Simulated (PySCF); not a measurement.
Run record: excited-state job, `[Se]=[PH]1CC1`.

Method: TDDFT CAM-B3LYP/def2-SVPD, vertical, gas phase, core orbitals frozen in the response (PySCF 2.14.0, density-fitted response routines). Geometry: GFN2-xTB. The input is one job of a driver script: a line of settings, then coordinates in Å.

Command:
```bash
OMP_NUM_THREADS=1 python probes_run.py task.json out
```

Input:
```
{"job": {"kind": "uv", "xc": "CAM-B3LYP", "basis": "def2-SVPD", "nstates": 8, "ntriplets": 3}, "charge": 0, "multiplicity": 1}
Se     2.686433    -0.055853    -0.992934
P      1.025458    -0.016682     0.264632
C     -0.598623    -0.756444    -0.094088
C     -0.570476     0.778033    -0.102503
H      1.110192    -0.008101     1.653075
H     -1.162521    -1.236585     0.693360
H     -0.703108    -1.238250    -1.058134
H     -1.113797     1.285394     0.682415
H     -0.659996     1.254483    -1.071003
```

Question: Estimate the output.

Answer: 
```
coarse grid: 36464 points
cycle   1  E = -2821.6790456974  dE = -2.510e-01  |g| = 3.598e-01  |ddm| = 4.090e+00
cycle   2  E = -2821.6755884077  dE =  3.457e-03  |g| = 3.904e-01  |ddm| = 1.353e+00
cycle   3  E = -2821.7268166772  dE = -5.123e-02  |g| = 6.834e-02  |ddm| = 6.907e-01
cycle   4  E = -2821.7275271290  dE = -7.105e-04  |g| = 1.526e-02  |ddm| = 8.601e-02
cycle   5  E = -2821.7275731770  dE = -4.605e-05  |g| = 7.791e-03  |ddm| = 3.817e-02
cycle   6  E = -2821.7275922116  dE = -1.903e-05  |g| = 7.527e-04  |ddm| = 1.178e-02
cycle   7  E = -2821.7275925478  dE = -3.362e-07  |g| = 2.205e-04  |ddm| = 2.521e-03
final grid: 74280 points
cycle   8  E = -2821.7275610496  dE = -4.092e-08  |g| = 1.292e-04  |ddm| = 3.402e-03
cycle   9  E = -2821.7275610539  dE = -4.353e-09  |g| = 1.084e-04  |ddm| = 5.348e-04
cycle  10  E = -2821.7275610578  dE = -3.869e-09  |g| = 2.515e-05  |ddm| = 2.069e-04
cycle  11  E = -2821.7275610581  dE = -2.756e-10  |g| = 1.059e-05  |ddm| = 5.978e-05
converged SCF energy = -2821.7275610581

Static polarisability (au): isotropic 79.274, principal 65.062 67.083 105.679

Singlet excitations
state   eV       nm        f      main configurations
  1   4.2864    289.3   0.00691   H->L 0.93
  2   4.6620    265.9   0.01176   H-1->L 0.91
  3   5.2325    237.0   0.00005   H-1->L+1 0.89
  4   5.2975    234.0   0.07047   H->L+1 0.82
  5   5.5023    225.3   0.01121   H->L+2 0.77
  6   6.0552    204.8   0.06154   H->L+4 0.92
  7   6.1204    202.6   0.13554   H-1->L+2 0.62, H-1->L+3 0.17, H-1->L+4 0.09
  8   6.2797    197.4   0.01568   H->L+3 0.86

Triplet excitations (Tamm-Dancoff, eV): 3.7904 4.0508 4.4461
```

The SCF starts on a coarse grid where the log names one; the energy can jump when the final grid takes over, and dE then counts from the start density on the new grid. H and L stand for HOMO and LUMO; the number after each pair is its weight.

Question: Which computed singlet has the largest oscillator strength, and what do all of them sum to?

Answer: State 7 at 6.12 eV (203 nm), f = 0.136; the 8 states sum to 0.313.

Main results: HOMO -7.36 eV, LUMO 0.48 eV; lowest singlet 4.29 eV; lowest triplet 3.79 eV (Tamm–Dancoff); mean polarisability 79.3 au.

 The CAM-B3LYP/def2-SVPD calculation is non-relativistic and has no spin–orbit coupling, an omission that weighs most on selenium.

The run took about 40 s of CPU time (with the writing of density and orbital grids) (one thread, shared machine).
Labels such as C1 count atoms from 1, the log's own numbers from 0.
